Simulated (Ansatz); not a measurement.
Reaction (atomization): `[OH][SnH]([Cl])[Br]` → Br• + Cl• + 2 H• + O• + Sn•

Isolated molecules relaxed with PBE0-D4/def2-TZVP in Ansatz; ΔE leaves out vibrations. CCSD(T)/CBS is the MP2 limit (def2-TZVPP, def2-QZVPP) plus CCSD(T) − MP2 in def2-TZVPP, frozen cores. This one scheme is used for every species, atoms too. Functionals use def2-TZVPP. HSE06 is defined as in plane-wave codes. No spin–orbit coupling; open shells (•) take unrestricted orbitals. Spin–orbit coupling would lower the free atoms: a little for Cl, O; clearly for Br; strongly for Sn. Elements past krypton have def2 core potentials. For Br, Sn outer-core shells are correlated without core-valence functions, so the limit isn't a true one: a few kJ/mol of doubt a bond, and 10 to 20 or more in all where bonds break to atoms. Scalar relativity is left out up to krypton. One conformer a species, not always the lowest.

What is ΔE at CCSD(T)/CBS? (Best estimate.)

Ansatz gave: +412.4 kcal/mol.

What do these levels give: BLYP-D4, r2SCAN-D4, PBE0-D4, ωB97X-V, PBE-QIDH, revPBE, HSE06, MP2/def2-SVP, CCSD/def2-SVP, SCS-MP2/def2-QZVPP, MP2/CBS(def2), CCSD/CBS(def2)? (Estimate.)

Computed: BLYP-D4 397.6, r2SCAN-D4 406.2, PBE0-D4 399.1, ωB97X-V 406.8, PBE-QIDH 398.0, revPBE 386.3, HSE06 395.9, MP2/def2-SVP 375.6, CCSD/def2-SVP 357.9, SCS-MP2/def2-QZVPP 408.3, MP2/CBS(def2) 422.7, CCSD/CBS(def2) 402.5 kcal/mol.

Largest T1 diagnostic among the species: 0.011.

At CCSD(T), def2-SVP lies −48.7 kcal/mol from the extrapolated value and def2-TZVPP −20.0 kcal/mol: correlation converges slowly with the basis, and small sets miss more of it in the bonded molecule than in its fragments. From BLYP to BHLYP (50 % exact exchange), in def2-TZVPP and without D4, ΔE moves by −13.4 kcal/mol: exact exchange takes away binding that semilocal exchange gives to molecules. The D4 term adds +6.6 kcal/mol with B3LYP and +3.5 kcal/mol with PBE0; it sums over pairs of atoms, weighted by their polarisabilities, and B3LYP, whose exchange is more repulsive, gets the larger term.

B3LYP here is the variant with VWN-RPA as its local correlation; programs differ in this.

For atomizations the MP2-based limit and the directly extrapolated one differ by several kJ/mol either way, and by 10 to 25 for some Ge, Se and Sn compounds, so smaller differences from it don't rank the levels.
